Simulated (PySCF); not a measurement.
Job file and geometry (Å, from GFN2-xTB) of an NMR shielding run on SMILES C=N[C@]1(C)C=C(Cl)C[SiH2]1, C6H10ClNSi, GIAO PBE0/pcSseg-1 NMR shielding, non-relativistic, gas phase (PySCF 2.14.0, density-fitted response routines); density fitting, a coarse starting grid and PySCF grid level 2 are the driver's defaults:

```
$ OMP_NUM_THREADS=1 python probes_run.py task.json out

{"job": {"kind": "nmr", "xc": "PBE0", "basis": "pcSseg-1"}, "charge": 0, "multiplicity": 1}
C     -1.675791    -1.598506     0.663043
N     -1.593000    -0.348785     0.721380
C     -0.611005     0.405689     0.003892
C     -1.281008     1.694489    -0.474024
C      0.031051    -0.326389    -1.147469
C      1.286317    -0.719381    -1.013213
Cl     2.125889    -1.603611    -2.252085
C      2.056485    -0.404309     0.227798
Si     0.863324     0.702846     1.226913
H     -2.431546    -2.081455     1.266060
H     -1.045024    -2.249065     0.050920
H     -1.756651     2.190038     0.367570
H     -2.045493     1.467982    -1.215815
H     -0.548952     2.363313    -0.919602
H     -0.563864    -0.536173    -2.023433
H      2.998075     0.080941    -0.029521
H      2.318016    -1.327995     0.746773
H      1.277319     2.106618     1.227043
H      0.586054     0.193006     2.566309
```

Task: Write the output of this run.

Result: 
```
coarse grid: 17032 points
cycle   1  E = -1038.2668281546  dE =  1.218e+00  |g| = 4.535e-01  |ddm| = 4.105e+00
cycle   2  E = -1038.2334155740  dE =  3.341e-02  |g| = 5.987e-01  |ddm| = 9.422e-01
cycle   3  E = -1038.3148186240  dE = -8.140e-02  |g| = 1.525e-01  |ddm| = 6.227e-01
cycle   4  E = -1038.3200052891  dE = -5.187e-03  |g| = 4.042e-02  |ddm| = 1.617e-01
cycle   5  E = -1038.3203724291  dE = -3.671e-04  |g| = 9.892e-03  |ddm| = 4.170e-02
cycle   6  E = -1038.3203931704  dE = -2.074e-05  |g| = 3.675e-03  |ddm| = 1.311e-02
cycle   7  E = -1038.3203955884  dE = -2.418e-06  |g| = 1.510e-03  |ddm| = 3.797e-03
final grid: 155632 points
cycle   8  E = -1038.3725834219  dE = -4.273e-05  |g| = 8.855e-03  |ddm| = 4.263e-02
cycle   9  E = -1038.3725668929  dE =  1.653e-05  |g| = 1.197e-02  |ddm| = 2.077e-02
cycle  10  E = -1038.3726020012  dE = -3.511e-05  |g| = 2.198e-03  |ddm| = 1.284e-02
cycle  11  E = -1038.3726030089  dE = -1.008e-06  |g| = 5.042e-04  |ddm| = 1.803e-03
cycle  12  E = -1038.3726030586  dE = -4.973e-08  |g| = 1.592e-04  |ddm| = 5.380e-04
cycle  13  E = -1038.3726030640  dE = -5.400e-09  |g| = 5.538e-05  |ddm| = 1.956e-04
cycle  14  E = -1038.3726030647  dE = -6.521e-10  |g| = 1.843e-05  |ddm| = 6.605e-05
converged SCF energy = -1038.3726030647

GIAO shielding tensors (ppm)
atom      isotropic    diamagn.    paramagn.     s11        s22        s33       span
  0 C       37.523     255.167    -217.644    -60.643     38.233    134.978    195.621
  1 N     -159.823     327.856    -487.679   -529.198   -193.378    243.107    772.306
  2 C      118.185     248.120    -129.934     96.539    114.897    143.120     46.581
  3 C      156.616     245.513     -88.898    141.298    148.878    179.670     38.373
  4 C       44.411     255.678    -211.267    -50.836     70.737    113.331    164.166
  5 C       37.404     257.401    -219.997    -60.389     77.729     94.871    155.261
  6 Cl     692.978    1146.219    -453.241    482.859    607.788    988.287    505.429
  7 C      164.342     253.397     -89.055    138.119    155.727    199.180     61.061
  8 Si     362.523     880.471    -517.948    333.586    340.773    413.209     79.623
  9 H       24.438      29.025      -4.586     22.785     24.338     26.193      3.408
 10 H       24.213      32.282      -8.069     22.156     23.012     27.472      5.316
 11 H       29.471      29.720      -0.249     25.341     27.521     35.551     10.210
 12 H       30.237      30.136       0.101     26.012     28.373     36.326     10.314
 13 H       30.267      30.091       0.176     26.566     29.030     35.204      8.638
 14 H       26.279      33.893      -7.614     24.530     25.232     29.074      4.543
 15 H       29.840      29.712       0.127     25.412     28.436     35.670     10.258
 16 H       29.680      30.151      -0.471     25.721     27.774     35.545      9.824
 17 H       27.278      29.590      -2.313     24.127     25.487     32.219      8.092
 18 H       27.630      29.537      -1.907     24.716     25.394     32.779      8.064
```

Task: Turn these shieldings into chemical shifts. References, each an isolated molecule treated in the same way: ¹³C (186.93 ppm), ²⁹Si (349.16 ppm), ¹H (31.72 ppm) against TMS; ¹⁵N (267.73 ppm) against NH3; HCl for ³⁵Cl (949.78 ppm).

Result: Averaging equivalent atoms: C 5: 149.5; C 0: 149.4; C 4: 142.5; C 2: 68.7; C 3: 30.3; C 7: 22.6; N 1: 427.6; Cl 6: 257; Si 8: -13.4; H 10: 7.50; H 9: 7.28; H 14: 5.44; H 17: 4.44; H 18: 4.09; H 16: 2.04; H 15: 1.88; H 11/12/13: 1.73 ppm. Experimental scales use liquid or dissolved standards, which lie at an offset from isolated NH3 (liquid NH3: subtract about 20 ppm). Unscaled 15N shifts of sp2 nitrogen come out 20 to 40 ppm too high even then.

Size and cost of the density-fitted run: 217 basis functions, 62 s wall time on 1 thread of an Arm Neoverse V1, shared host; peak memory 1.1 GiB.
